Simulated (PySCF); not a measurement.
C2H5FOSi2, SMILES FC1=CO[SiH2][SiH2]1. Coordinates come from a PBE0-D3(BJ)/def2-SVP optimisation. The structure was generated by enumeration, and PubChem lists no compound with its InChIKey, so it may never have been made.

Task: Give the equilibrium geometry at PBE0-D3(BJ)/def2-SVP (PySCF confirms it by a frequency run) as a Z-matrix, and its point group. (The exact figures need the calculation; the answer reports its results.)

Result: point group Cs.
```
C
F 1 1.3450
C 1 1.3492 2 119.05
O 3 1.3490 1 123.74 2 180.00
H 3 1.0958 4 114.44 1 180.00
Si 4 1.7161 3 117.68 5 180.00
H 6 1.4900 4 108.31 3 120.66
H 6 1.4900 7 109.50 4 -117.92
Si 1 1.8784 2 123.64 3 180.00
H 9 1.4930 1 113.70 2 -62.91
H 9 1.4930 10 109.21 1 -128.16
```
Charge 0, spin multiplicity 1.
